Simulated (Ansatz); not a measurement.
Gas-phase electronic energies from Ansatz, PBE0-D4/def2-TZVP geometries. CBS: MP2 limit from def2 TZ/QZ plus the TZ coupled-cluster correction, frozen cores. DFT in def2-TZVPP. For Ge outer-core shells are correlated without core-valence functions, which leaves a few kJ/mol of doubt a bond. Scalar relativity is left out up to krypton. One conformer a species, not always the lowest.

`C[B](C)[GeH3]` + `COC(=O)O` → `COC(=O)OC` + `C[BH][GeH3]`  (substitution at a C–B bond)

| level | ΔE (eV) |
| --- | --- |
| BLYP-D4 | 0.94 |
| PBE0-D4 | 1.03 |
| ωB97M-V | 1.00 |
| B2PLYP | 0.95 |
| BLYP | 0.91 |
| r2SCANh | 1.02 |
| BHLYP | 0.91 |
| CCSD(T)/def2-TZVPP | 0.97 |

Q: What does CCSD(T)/CBS give? (Best estimate.)

A: Ansatz gave: +0.99 eV. The listed levels differ from it by -0.05, 0.04, 0.01, -0.04, -0.08, 0.03, -0.08, -0.02 eV.

Largest T1 diagnostic among the species: 0.014.

In def2-TZVPP, CCSD(T) changes the Hartree–Fock value by +0.15 eV (the triples alone add +0.01 eV) and MP2 by +0.21 eV. Leaving LDA and LC-ωPBE aside and taking each functional with its dispersion term where it has one, the values, not all of them listed here, spread over 0.09 eV, from ωB97X-V to HSE06-D4. LDA lies +0.04 eV from PBE without D4. At CCSD(T), def2-SVP lies −0.08 eV from the extrapolated value and def2-TZVPP −0.03 eV.
